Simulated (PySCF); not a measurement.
Computed spin Hamiltonian

C6H5N2O (doublet state).
Structure used (GFN2-xTB), in Å, numbered top down from 1:
```xyz
14
C6H5N2O angstrom
N      3.439   -1.279    0.216
C      2.388   -0.961    0.563
C      1.127   -0.596    1.029
C      0.246    0.178    0.319
C      0.572    0.656   -1.006
O     -0.225    1.134   -1.800
C     -1.143    0.420    0.838
C     -2.021   -0.165   -0.156
N     -2.336   -0.371   -1.284
H      0.872   -0.965    2.013
H      1.635    0.537   -1.276
H     -1.389    1.487    0.839
H     -1.286    0.017    1.841
H     -1.880   -0.092   -2.159
```

The hyperfine couplings belong to this conformer and change with its torsions.

Identity: `[H]/N=[C]\C/C(C=O)=C/C#N` [radical].

Theory: UKS B3LYP, pcH-1 on C H N O, non-relativistic, mean-field spin-orbit, GIAO (PySCF). One conformer (not necessarily the lowest) at the GFN2-xTB geometry, without solvent, vibrations or thermal averaging. The geometry wasn't refined by DFT: couplings that depend on bond lengths, twists or pyramidal angles can differ widely from those at the functional's own minimum. The frame is twisted about the C4–C5 bond at this geometry (dihedral C7–C4–C5–O6 = -7°); couplings at other torsion angles weren't computed. No stability test was run, so a lower SCF solution isn't excluded.

- g1, g2, g3: 2.00034, 2.00237, 2.00283
- g_iso: 2.00185
- Form of g: rhombic: the two nearest values differ by 18 % of g3 − g1
- ⟨S²⟩: 0.7661 (exact 0.7500)
- α and β electrons: 32, 31
- HOMO–LUMO gap, α and β orbitals: 2.13, 4.46 eV
- Total energy: -416.26446 Eh
- Basis functions: 275

Hyperfine couplings atom by atom, in MHz; T1 to T3 are the principal values of the dipolar part; ρ(0) is the spin density at the nucleus:

```json
{"atom": "N1", "isotope": "14N", "a_iso": "2.9", "T1": "-5.8", "T2": "-4.4", "T3": "10.2", "Mulliken spin population": "0.12", "ρ(0) (bohr⁻³)": "0.0090"}
{"atom": "C2", "isotope": "13C", "a_iso": "-17.8", "T1": "-6.3", "T2": "-0.7", "T3": "7.0", "Mulliken spin population": "-0.06", "ρ(0) (bohr⁻³)": "-0.0158"}
{"atom": "C3", "isotope": "13C", "a_iso": "23.0", "T1": "-22.5", "T2": "-22.4", "T3": "44.9", "Mulliken spin population": "0.29", "ρ(0) (bohr⁻³)": "0.0205"}
{"atom": "C4", "isotope": "13C", "a_iso": "14.2", "T1": "-13.3", "T2": "0.9", "T3": "12.5", "Mulliken spin population": "-0.03", "ρ(0) (bohr⁻³)": "0.0127"}
{"atom": "C5", "isotope": "13C", "a_iso": "5.6", "T1": "-5.7", "T2": "-5.0", "T3": "10.7", "Mulliken spin population": "0.06", "ρ(0) (bohr⁻³)": "0.0050"}
{"atom": "O6", "isotope": "17O", "a_iso": "-5.3", "T1": "-4.1", "T2": "0.7", "T3": "3.4", "Mulliken spin population": "0.01", "ρ(0) (bohr⁻³)": "0.0087"}
{"atom": "C7", "isotope": "13C", "a_iso": "49.8", "T1": "-3.3", "T2": "-2.9", "T3": "6.2", "Mulliken spin population": "-0.01", "ρ(0) (bohr⁻³)": "0.0443"}
{"atom": "C8", "isotope": "13C", "a_iso": "244.8", "T1": "-39.1", "T2": "-33.7", "T3": "72.7", "Mulliken spin population": "0.47", "ρ(0) (bohr⁻³)": "0.2178"}
{"atom": "N9", "isotope": "14N", "a_iso": "82.7", "T1": "-7.4", "T2": "-4.8", "T3": "12.2", "Mulliken spin population": "0.10", "ρ(0) (bohr⁻³)": "0.2559"}
{"atom": "H10", "isotope": "1H", "a_iso": "-17.7", "T1": "-9.5", "T2": "-0.6", "T3": "10.1", "Mulliken spin population": "-0.01", "ρ(0) (bohr⁻³)": "-0.0040"}
{"atom": "H11", "isotope": "1H", "a_iso": "-5.0", "T1": "-2.3", "T2": "-1.3", "T3": "3.5", "Mulliken spin population": "0.00", "ρ(0) (bohr⁻³)": "-0.0011"}
{"atom": "H12", "isotope": "1H", "a_iso": "-13.4", "T1": "-4.9", "T2": "-1.8", "T3": "6.7", "Mulliken spin population": "0.00", "ρ(0) (bohr⁻³)": "-0.0030"}
{"atom": "H13", "isotope": "1H", "a_iso": "34.7", "T1": "-4.7", "T2": "-2.1", "T3": "6.8", "Mulliken spin population": "0.01", "ρ(0) (bohr⁻³)": "0.0078"}
{"atom": "H14", "isotope": "1H", "a_iso": "178.3", "T1": "-7.1", "T2": "-1.6", "T3": "8.8", "Mulliken spin population": "0.08", "ρ(0) (bohr⁻³)": "0.0399"}
```

Largest spin populations (Mulliken): C8 (+0.47), C3 (+0.29), N1 (+0.12) and N9 (+0.10).

C8, the radical centre as drawn in `[H]/N=[C]\C/C(C=O)=C/C#N`, holds a spin population of +0.47 out of 1.

Axes: g1 points within 7° of the C8–N9 bond.

Under fast tumbling the dipolar parts average out, and these isotropic splittings remain: 1 × 1H (H14, I = 1/2, 2 lines) with 6.36 mT, 1 × 14N (N9, I = 1, 3 lines) with 2.95 mT, 1 × 1H (H10, I = 1/2, 2 lines) with 0.63 mT, 2 × 1H (H12/H13, I = 1/2, 3 lines) with 0.38 mT, 1 × 1H (H11, I = 1/2, 2 lines) with 0.18 mT and 1 × 14N (N1, I = 1, 3 lines) with 0.10 mT.

Nuclei that the bonding pattern makes equivalent are averaged, as if the motion that swaps them (rotation, inversion, ring flip) were fast. The 1H value of +10.7 MHz is a mean of couplings from -13.4 to 34.7 MHz in this one geometry, not an average over conformers.

The 17O coupling of O6 (-5.3 MHz) shows only in satellite lines or after enrichment, since that isotope makes up about 0.038 % of natural oxygen.

The 13C coupling of C8 (244.8 MHz) shows only in satellite lines or after enrichment, since that isotope makes up about 1.07 % of natural carbon.
